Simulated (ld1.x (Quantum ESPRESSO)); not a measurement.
# Scattering properties, PAW potential for B (Z = 5)

B (Z = 5), PAW, made with ld1.x (Quantum ESPRESSO) 7.5 (PBEsol, non-relativistic). Core [He], reference 2s1.75 2p1.25. Waves: 2s (bound): rcut 1.05, rcutus 1.15 bohr; 2s channel at 0.1 Ry: rcut 1.05, rcutus 1.15 bohr; 2p (bound): rcut 3.30, rcutus 4.10 bohr; 2p channel at 3.55 Ry: rcut 3.30, rcutus 4.10 bohr; 3d channel at 0.1 Ry: rcut 3.40, rcutus 4.10 bohr. Local part: all-electron potential smoothed inside 2.95 bohr (lloc = -1). Core correction: Bessel-smoothed model core inside 1.10 bohr. Augmentation charge: PSQ, inside the norm-conserving radii.

The phase is arctan(r·u′/u) with u = r·R(r), unwrapped; energies in Ry, scanned from -3 to 5 Ry. A pole is an energy at which the radial function vanishes at the test radius. The pseudo phase is shifted by a multiple of π to meet the all-electron one at the reference energy, and phase errors are pseudo minus all-electron; the curves can meet again beyond the range given. Levels narrower than the energy grid can be missing from the lists of poles.

Question: For each channel, where are the poles, and over which energies does the pseudopotential scatter like the atom?

Answer:

```csv
channel,radius (bohr),reference energy (Ry),"poles, all-electron","poles, pseudo",unbroken range about the reference energy with phases within 0.05 rad,phase error 1 Ry above the reference energy (rad)
s,4.47,-0.70,"-0.66, 1.19, 4.05","-0.66, 1.19, 4.10",below 2.4,+0.000
p,4.47,-0.27,"-0.20, 1.35, 3.93","-0.19, 2.95, 4.06",-0.3 to -0.1,+2.173
d,4.47,0.10,"1.01, 3.11","1.03, 3.38",below 1.5,+0.011
```

The ghost test of this file was not conclusive. Its overlap operator is not positive definite in a basis up to 400 Ry (lowest eigenvalue s -1.29), so the file is unfit for use: the generalised eigenproblem breaks down once the basis is large enough, and its test numbers describe a broken file.

Phases in the d channel:

| E (Ry) | all-electron | pseudo |
| --- | --- | --- |
| -3.00 | 1.445 | 1.445 |
| -2.76 | 1.440 | 1.440 |
| -2.52 | 1.434 | 1.434 |
| -2.28 | 1.428 | 1.428 |
| -2.04 | 1.420 | 1.420 |
| -1.80 | 1.411 | 1.411 |
| -1.56 | 1.401 | 1.401 |
| -1.32 | 1.387 | 1.388 |
| -1.08 | 1.371 | 1.371 |
| -0.84 | 1.349 | 1.349 |
| -0.60 | 1.318 | 1.318 |
| -0.36 | 1.271 | 1.271 |
| -0.12 | 1.186 | 1.186 |
| 0.12 | 0.984 | 0.984 |
| 0.36 | 0.134 | 0.137 |
| 0.60 | -1.157 | -1.151 |
| 0.84 | -1.470 | -1.464 |
| 1.08 | -1.603 | -1.592 |
| 1.32 | -1.708 | -1.687 |
| 1.56 | -1.858 | -1.802 |
| 1.80 | -2.332 | -2.050 |
| 2.04 | -3.985 | -3.159 |
| 2.28 | -4.451 | -4.264 |
| 2.52 | -4.583 | -4.503 |
| 2.76 | -4.650 | -4.598 |
| 3.00 | -4.695 | -4.653 |
| 3.24 | -4.732 | -4.692 |
| 3.48 | -4.769 | -4.725 |
| 3.72 | -4.811 | -4.757 |
| 3.96 | -4.872 | -4.793 |
| 4.20 | -4.994 | -4.842 |
| 4.44 | -5.434 | -4.929 |
| 4.68 | -7.118 | -5.168 |
| 4.92 | -7.578 | -6.549 |
